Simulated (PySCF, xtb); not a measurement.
Si(H)(OH) (H2OSi), SMILES O[SiH] (connectivity only; charge and spin as stated), neutral, multiplicity 1. Atoms are numbered in the order given.

```xyz
4

Si     0.1007     0.6300     0.0000
H     -1.4326     0.8430     0.0000
O      0.0962    -1.0225     0.0000
H     -0.7461    -1.4832     0.0000
```

Geometry optimised at PBE0-D3(BJ)/def2-TZVP.

Calculation: C-PCM-B3LYP/def2-TZVPD (PySCF 2.14.0).

The values are the electrostatic part of the solvation free energy, E(continuum) − E(gas) at the gas-phase geometry, in a cavity of scaled van der Waals radii (PySCF's table); cavitation and dispersion terms are not included. In vacuum the orbital gap is 4.19 eV. The dipole moment in vacuum is 1.49 D.

```csv
solvent,ε,ΔG(elec) (kcal/mol),dipole (D),gap (eV)
water,78.36,(withheld),(withheld),(withheld)
1-octanol,9.86,-3.6,1.92,4.30
toluene,2.37,-2.2,1.74,4.26
```

Problem. What belongs in the gaps? (An estimate is asked for; the answer gives what the named calculation found.)

Solution. 
- water, ΔG(elec) (kcal/mol): -4.1
- water, dipole (D): 1.98
- water, gap (eV): 4.32

For comparison, GFN2-xTB/ALPB(water) (xtb, at the GFN2-xTB geometry, all terms of that model) gives -1.2 kcal/mol.
